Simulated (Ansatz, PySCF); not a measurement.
Stretching the Ge1–H2 bond in CH4Ge (SMILES [CH3][GeH]) (multiplicity 1 held, fragments rigid). Energies count from the point at 1.605 Å.
Geometry at that point (charge 0, multiplicity 1):
```xyz
6

Ge    -0.2642    -0.2022     0.3135
H     -1.2833    -0.5777    -0.8688
C      1.0068     0.7263    -0.9321
H      1.8767     1.1303    -0.4165
H      0.4830     1.5360    -1.4499
H      1.3361     0.0253    -1.7055
```

Restricted levels (R-, RO-) in cc, def2 and unpolarised 6-31G sets keep to the state of the molecule at rest. U- levels take the lowest unrestricted solution at each point, which mixes spins at long bonds. Active spaces are followed from a long bond inwards. Left out are points that failed, MP2 points in a non-variational dive below the minimum, coupled-cluster points behind a sign of a changed root (a jump of the amplitudes, or a one-step jump against full CI or MRCI), small-basis points behind a change of solution, and semi-empirical points at long bonds. Curves can end on different states.

Cores are frozen in the correlated methods. Filled d and f shells under p-block atoms count as core. Rows in LANL2DZ carry no dispersion term and start afresh at each structure. LANL2DZ brings its own core potentials from Na on.

The values were computed with Ansatz (Gaussian basis) for Hartree–Fock, density functionals and correlated methods; PySCF for LANL2DZ rows. Each number belongs to the level named beside it.

Energies in eV.

| R (Å) | R-PBE/cc-pVTZ | R-BP86/LANL2DZ | U-wB97X-V/cc-pVTZ | R-CCSD(T)/cc-pVTZ | FIC-NEVPT4(SD) on CASSCF(2,2)/cc-pVTZ | FIC-MRCISD+Q on CASSCF(2,2)/cc-pVTZ |
|---|---|---|---|---|---|---|
| 1.284 | 1.11 | 1.23 | 1.04 | 1.11 | 1.12 | 1.11 |
| 1.445 | 0.23 | 0.28 | 0.18 | 0.21 | 0.22 | 0.21 |
| 1.605 | 0.00 | 0.00 | 0.00 | 0.00 | 0.00 | 0.00 |
| 1.766 | 0.11 | 0.07 | 0.16 | 0.14 | 0.13 | 0.14 |
| 1.927 | 0.38 | 0.31 | 0.49 | 0.44 | 0.43 | 0.44 |
| 2.167 | 0.89 | 0.82 | 1.11 | 1.00 | 0.97 | 0.99 |
| 2.408 | 1.43 | 1.36 | 1.75 | 1.55 | 1.51 | 1.54 |
| 2.810 | 2.21 | 2.19 | 2.60 | 2.29 | 2.24 | 2.28 |
| 3.211 | 2.81 | 2.83 | 2.98 | 2.71 | 2.69 | 2.74 |
| 3.693 | 3.31 | 3.38 | 3.14 | 2.80 | 2.95 | 3.00 |
| 4.335 | 3.72 | left out | 3.19 | 2.50 | 3.06 | 3.10 |
| 5.138 | 3.98 | left out | 3.20 | 2.10 | 3.08 | 3.13 |

Doubts at one or more of the structures used: a restricted determinant that unrestricted orbitals would lower (R-PBE/cc-pVTZ, R-CCSD(T)/cc-pVTZ); a spin-contaminated determinant (U-wB97X-V/cc-pVTZ); T1 above 0.05 (R-CCSD(T)/cc-pVTZ); other coupled-cluster roots lie near (R-CCSD(T)/cc-pVTZ).

Ansatz is an electronic-structure program.
